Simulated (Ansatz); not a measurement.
Ansatz (a quantum-chemistry and plane-wave program) input (PBE/3-21G): The .json file is the Basis Set Exchange's 3-21G.

Ansatz 0.2 input:
```yaml
crystal:
  periodic: [false, false, false]
  atoms:
    - {symbol: C, position_ang: [-1.20549100, -0.27413500, -0.01142600]}
    - {symbol: C, position_ang: [0.10214600, 0.02322800, 0.00096800]}
    - {symbol: C, position_ang: [1.29544700, 0.29459200, 0.01227800]}
    - {symbol: H, position_ang: [-1.60592400, -1.04784100, 0.64194200]}
    - {symbol: H, position_ang: [-1.88926300, 0.25301700, -0.67507000]}
    - {symbol: H, position_ang: [2.34257800, 0.53271500, 0.02220300]}
basis:
  gaussian:
    orbitals: 3-21G.json
hamiltonian:
  xc: {name: PBE}
total_charge: 1
output: {forces: true}
```

Output:

```
Functional definition: PBE
integrals: 0.01 GiB planned
450 factors; integrals over basis functions are off by at most 9.3e-4 eV
mean field: 0.06 GiB planned
mean field evaluation 1: about -3120.2586 eV, gradient 4.9e1 eV
mean field evaluation 2: about -3117.1670 eV, gradient 5.7e1 eV
mean field evaluation 4: about -3126.0626 eV, gradient 9.5e0 eV
mean field evaluation 8: about -3126.3314 eV, gradient 2.2e-1 eV
mean field evaluation 16: about -3126.3315 eV, gradient 7.9e-6 eV
mean field -3126.33152450 eV, -114.8905644219 hartree, gradient 7.9e-6 eV, S^2 0.000000; 0 other end points of the search recorded, 0 dependent functions left out
the calculation of the forces begins
reference -3126.33153882 eV, -114.8905649481 hartree; 10, 10 occupied and 23, 23 virtual orbitals, 450 factors
Total energy: -3126.33153882 eV, -114.8905649481 hartree
Atom 0 at    -1.205491    -0.274135    -0.011426 Å, force    -0.182569    -0.041517    -0.001730 eV/Å
Atom 1 at     0.102146     0.023228     0.000968 Å, force    -0.944447    -0.214772    -0.008952 eV/Å
Atom 2 at     1.295447     0.294592     0.012278 Å, force     1.307217     0.297268     0.012390 eV/Å
Atom 3 at    -1.605924    -1.047841     0.641942 Å, force    -0.175096    -0.299177     0.248018 eV/Å
Atom 4 at    -1.889263     0.253017    -0.675070 Å, force    -0.282745     0.195061    -0.252357 eV/Å
Atom 5 at     2.342578     0.532715     0.022203 Å, force     0.277640     0.063137     0.002631 eV/Å
Dipole moment:    -0.086231    -0.019609    -0.000817 e Å
```

The dipole moment of an ion depends on the origin.

The geometry given is a B3LYP-D3(BJ)/def2-TZVP minimum.
